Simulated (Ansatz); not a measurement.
Other settings, tried on [TcS4]- (TcS₄⁻).

```yaml
crystal:
  periodic: [false, false, false]
  atoms:
    - {symbol: Tc, position_ang: [-0.000002, 0.000000, -0.000017]}
    - {symbol: S, position_ang: [0.010282, -0.017045, 2.121982]}
    - {symbol: S, position_ang: [1.997277, 0.010294, -0.716986]}
    - {symbol: S, position_ang: [-1.007751, 1.736007, -0.688512]}
    - {symbol: S, position_ang: [-0.999816, -1.729266, -0.716468]}
basis:
  gaussian: {orbitals: cc-pVTZ-DK}
total_charge: -1
hamiltonian: {xc: {name: PBE0}}
```

```sh
$ ansatz run in.yaml --threads 2 --pin off --events-out ev --progress --plain --max-ram 4352MiB
```

Output, abridged:

```
Functional definition: PBE0
1886 factors; their error is unknown
mean field evaluation 1: about -160050.1127 eV, gradient 5.2e1 eV
mean field evaluation 2: about -159967.1104 eV, gradient 2.3e2 eV
mean field evaluation 4: about -160054.6290 eV, gradient 2.0e0 eV
mean field evaluation 8: about -160054.6325 eV, gradient 1.2e-2 eV
mean field evaluation 16: about -160054.9448 eV, gradient 7.1e-5 eV
mean field -160054.94476259 eV, -5881.9107308871 hartree, gradient 7.1e-5 eV, S^2 0.000000; 0 other end points of the search recorded, 0 dependent functions left out
reference -160054.94480259 eV, -5881.9107323569 hartree; 54, 54 occupied and 159, 159 virtual orbitals, 1886 factors
Total energy: -160054.94480259 eV, -5881.9107323569 hartree
Relativity: scalar
```

Run time 18 s (2 threads of Arm Neoverse N1 on a shared host), peak host memory 0.82 GiB.

DK, ANO-RCC and x2c sets are all-electron and run with scalar relativity unless a key says otherwise. The highest occupied level of an anion often lies above zero with these methods, and sets without diffuse functions describe the outer electron poorly. The restricted singlet is unstable towards broken spin symmetry in Hartree–Fock (as tested in another run); at RKS PBE0/cc-pVTZ-DK this wasn't settled.
